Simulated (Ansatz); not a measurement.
**What each rung costs, and what it gives**

Saddle point of CH$_{7}$FSn, singlet (CH₆Sn ([CH3][SnH3]) + HF → SnH₃F ([F][SnH3]) + CH₄; bonds formed: Sn1–F7, C2–H6; bonds broken: Sn1–C2, H6–F7), PBE0-D4/def2-TZVP structure:

Sn1  (-0.697, 0.999, -0.158)
C2  (0.478, -1.125, -0.103)
H3  (-1.625, 0.211, -1.380)
H4  (-1.720, 1.313, 1.159)
H5  (0.139, 2.287, -0.881)
H6  (0.830, -0.115, 0.704)
F7  (0.985, 0.907, 1.332)
H8  (-0.416, -1.721, 0.078)
H9  (0.723, -1.124, -1.164)
H10  (1.305, -1.631, 0.412)
(Å)

Barriers are electronic and count from the start structure reached by relaxing down the imaginary mode.

Computed with Ansatz 0.2.0 (basis: as named in each row); correlated methods freeze the cores. Filled d shells of the heavier atoms are correlated. Core potentials replace the inner electrons of the atoms past krypton. The def2 sets are not built for correlating such inner shells, so the correlated values are less sure here. B3LYP uses VWN-RPA correlation. Extrapolation: Hartree–Fock as exp(−7.88 √X), correlation as X^−2.97.

Times are rough, for one single point on 4 threads of a shared host (Intel Xeon).

The estimate by CCSD(T) at an estimated basis limit (MP2 extrapolated from triple and quadruple zeta, plus CCSD(T) − MP2 in triple zeta) is 32.29 kcal/mol.

```json
{"method": "SPW92", "basis": "def2-SVP", "time (s)": "under 1", "barrier (kcal/mol)": "15.88", "method less estimate": "-16.41"}
{"method": "PBE-D4", "basis": "def2-SVP", "time (s)": "1", "barrier (kcal/mol)": "21.40", "method less estimate": "-10.89"}
{"method": "PBE0-D4", "basis": "def2-SVP", "time (s)": "1", "barrier (kcal/mol)": "26.70", "method less estimate": "-5.59"}
{"method": "SPW92", "basis": "def2-TZVPP", "time (s)": "2", "barrier (kcal/mol)": "20.43", "method less estimate": "-11.86"}
{"method": "PBE-D4", "basis": "def2-TZVPP", "time (s)": "3", "barrier (kcal/mol)": "25.66", "method less estimate": "-6.63"}
{"method": "BLYP-D4", "basis": "def2-TZVPP", "time (s)": "3", "barrier (kcal/mol)": "27.61", "method less estimate": "-4.68"}
{"method": "BHLYP-D4", "basis": "def2-TZVPP", "time (s)": "3", "barrier (kcal/mol)": "34.58", "method less estimate": "2.29"}
{"method": "B3LYP-D4", "basis": "def2-TZVPP", "time (s)": "4", "barrier (kcal/mol)": "30.62", "method less estimate": "-1.67"}
{"method": "PBE0-D4", "basis": "def2-TZVPP", "time (s)": "4", "barrier (kcal/mol)": "29.82", "method less estimate": "-2.47"}
{"method": "CAM-B3LYP-D4", "basis": "def2-TZVPP", "time (s)": "4", "barrier (kcal/mol)": "30.78", "method less estimate": "-1.51"}
{"method": "r2SCAN-D4", "basis": "def2-TZVPP", "time (s)": "4", "barrier (kcal/mol)": "26.39", "method less estimate": "-5.90"}
{"method": "wB97M-V", "basis": "def2-SVP", "time (s)": "5", "barrier (kcal/mol)": "27.22", "method less estimate": "-5.07"}
{"method": "r2SCAN0-D4", "basis": "def2-TZVPP", "time (s)": "6", "barrier (kcal/mol)": "30.07", "method less estimate": "-2.22"}
{"method": "CCSD(T)", "basis": "def2-SVP", "time (s)": "6", "barrier (kcal/mol)": "32.78", "method less estimate": "0.49"}
{"method": "B2PLYP", "basis": "def2-TZVPP", "time (s)": "8", "barrier (kcal/mol)": "32.17", "method less estimate": "-0.12"}
{"method": "PBE-QIDH", "basis": "def2-TZVPP", "time (s)": "8", "barrier (kcal/mol)": "32.74", "method less estimate": "0.45"}
{"method": "RPA on PBE", "basis": "def2-TZVPP", "time (s)": "8", "barrier (kcal/mol)": "33.39", "method less estimate": "1.10"}
{"method": "B97M-V", "basis": "def2-TZVPP", "time (s)": "9", "barrier (kcal/mol)": "28.67", "method less estimate": "-3.61"}
{"method": "wB97X-V", "basis": "def2-TZVPP", "time (s)": "9", "barrier (kcal/mol)": "30.98", "method less estimate": "-1.31"}
{"method": "wB97M-V", "basis": "def2-TZVPP", "time (s)": "9", "barrier (kcal/mol)": "30.59", "method less estimate": "-1.70"}
{"method": "MP2", "basis": "def2-QZVPP", "time (s)": "24", "barrier (kcal/mol)": "32.45", "method less estimate": "0.16"}
{"method": "CCSD(T)", "basis": "def2-TZVPP", "time (s)": "100", "barrier (kcal/mol)": "34.30", "method less estimate": "2.01"}
```

All methods are single points on the PBE0-D4 structures.

T1 diagnostic: at most 0.014.

Labels in which every atom is bracketed show which atoms are joined, not bond orders.
